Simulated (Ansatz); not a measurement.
Reaction (formal exchange of groups at a Ga–C bond): `[CH3][GaH][CH3]` + `N#[C][GeH3]` → `[CH3][GaH][GeH2][C]#N` + CH₄

Isolated molecules relaxed with PBE0-D4/def2-TZVP in Ansatz; ΔE leaves out vibrations. CBS: MP2 limit from def2 TZ/QZ plus the TZ coupled-cluster correction, frozen cores. This one scheme is used for every species. For Ga, Ge outer-core shells are correlated without core-valence functions, which leaves a few kJ/mol of doubt a bond. Scalar relativity is left out up to krypton. One conformer a species, not always the lowest.

```json
{"species": "`[CH3][GaH][CH3]`", "CCSD(T)/CBS(def2) energy (Eh)": "-2004.25596"}
{"species": "`N#[C][GeH3]`", "CCSD(T)/CBS(def2) energy (Eh)": "-2170.64236"}
{"species": "`[CH3][GaH][GeH2][C]#N`", "CCSD(T)/CBS(def2) energy (Eh)": "-4134.46032"}
{"species": "CH₄", "CCSD(T)/CBS(def2) energy (Eh)": "-40.46206"}
```

Problem. Work out ΔE.

Solution. ΔE = (-4134.46032) + (-40.46206) − (-2004.25596) − (-2170.64236) = -0.02406 Eh = -63.2 kJ/mol.

Largest T1 diagnostic among the species: 0.013.

The D4 term adds −4.3 kJ/mol with B3LYP and −2.7 kJ/mol with PBE0; it sums over pairs of atoms, weighted by their polarisabilities, and B3LYP, whose exchange is more repulsive, gets the larger term.

B3LYP here is the variant with VWN-RPA as its local correlation; programs differ in this.
